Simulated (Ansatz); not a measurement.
This geometry of CH6GaN + H (10 atoms, charge 0, multiplicity 2) is a first-order saddle point.

Level of theory: UKS PBE0-D4/def2-SVP in Ansatz 0.2.0.

```xyz
10
Properties=species:S:1:pos:R:3
Ga -0.037 -0.030 -0.026
H 0.060 -0.172 1.554
N 1.552 -0.010 -0.901
H 2.454 -0.082 -0.446
H 1.653 0.076 -1.905
C -1.697 0.114 -1.065
H -2.303 -0.799 -0.944
H -2.306 0.958 -0.707
H -1.496 0.257 -2.137
H 0.231 -0.313 3.237
```

Problem. Which two structures does it join? (They come from a converged band through this point; their orientation in space is the band's.)

Solution. Bonds broken: Ga1–H2. Bonds formed: H2–H10. CH6GaN + H becomes CH5GaN + H2.

Initial state:

```xyz
10
Properties=species:S:1:pos:R:3
Ga -0.056 -0.061 -0.139
H 0.032 -0.240 1.417
N 1.535 0.003 -1.012
H 2.437 -0.073 -0.559
H 1.634 0.121 -2.013
C -1.704 0.101 -1.192
H -2.332 -0.795 -1.061
H -2.298 0.964 -0.851
H -1.496 0.224 -2.265
H 0.358 -0.241 4.334
```

Final state:

```xyz
10
Properties=species:S:1:pos:R:3
Ga 0.183 -0.868 -0.530
H -0.287 -0.193 2.460
N 1.672 -0.115 -1.277
H 2.616 -0.460 -1.150
H 1.657 0.712 -1.867
C -1.572 0.001 -0.912
H -2.285 -0.732 -1.317
H -1.991 0.412 0.020
H -1.431 0.817 -1.639
H -0.451 0.427 2.872
```

Problem. How far does it lie above each of them?

Solution. 0.027 eV above the first and 0.891 eV above the second. This is the barrier of this one path; another mechanism may lie lower.

Run time: 3.7 min on 4 threads of Arm Neoverse V1, on a shared host, peak memory 0.3 GiB.
